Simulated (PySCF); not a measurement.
**Electronic structure of Te²⁺ (tellurium, charge +2) at the PBE0 level**

Configuration: [Kr] 4d10 5s2 5p1 6s1, high-spin 3P determinant (an excited configuration). Computed with PySCF 2.14 in aug-cc-pwCVTZ-DK3 with one added diffuse shell each of s, p, d, f type (11s10p8d5f1g, 125 functions), with scalar relativity by spin-free X2C-1e.

| Quantity | Value |
| --- | --- |
| Total energy | -6791.66 hartree |
| One-electron energy | -9274.61 hartree |
| Hartree (Coulomb) energy | 2659.52 hartree |
| Exchange-correlation energy | -176.56 hartree |
| ⟨S²⟩ | 2.0020 |
| ⟨L²⟩ | 2.137 |
| Sum of ⟨r⟩ | 33.07 bohr |
| Sum of ⟨r²⟩ | 54.38 bohr² |
| Traceless quadrupole moment −½Σ⟨3z² − r²⟩ along its main axis | -3.91 e·bohr² |
| Langevin diamagnetic susceptibility | -43.1 ×10⁻⁶ cm³/mol |
| Time after the integrals | about 8 core-seconds |

```
shell  electrons  mean orbital energy (eV)  spread (eV)  rms radius, mean of both spins (bohr)
 1s α          1                  -31690.1            0                                 0.0319
 1s β          1                  -31690.0            0                                 0.0319
 2s α          1                   -4906.1            0                                  0.130
 2s β          1                   -4906.1            0                                  0.130
 2p α          3                   -4408.7        0.041                                  0.115
 2p β          3                   -4408.6        0.125                                  0.115
 3s α          1                   -1006.6            0                                  0.344
 3s β          1                   -1006.5            0                                  0.344
 3p α          3                   -843.38        0.145                                  0.344
 3p β          3                   -843.31        0.256                                  0.344
 3d α          5                   -595.15        0.169                                  0.323
 3d β          5                   -595.10        0.230                                  0.323
 4s α          1                   -195.85            0                                  0.813
 4s β          1                   -195.69            0                                  0.813
 4p α          3                   -144.49        0.358                                  0.876
 4p β          3                   -144.33        0.622                                  0.876
 4d α          5                   -68.729        0.482                                   1.04
 4d β          5                   -68.527        0.715                                   1.04
 5s α          1                   -37.973            0                                   2.05
 5s β          1                   -36.548            0                                   2.05
 5p α          1                   -26.963            0                                   2.43
 6s α          1                   -13.052            0                                   4.60
```

The outer electron is Rydberg-like, and this basis confines it to a smaller radius and binds it less than a complete one would.

Densities and radii are taken from the X2C orbitals without a picture-change correction, which distorts them close to the nucleus.
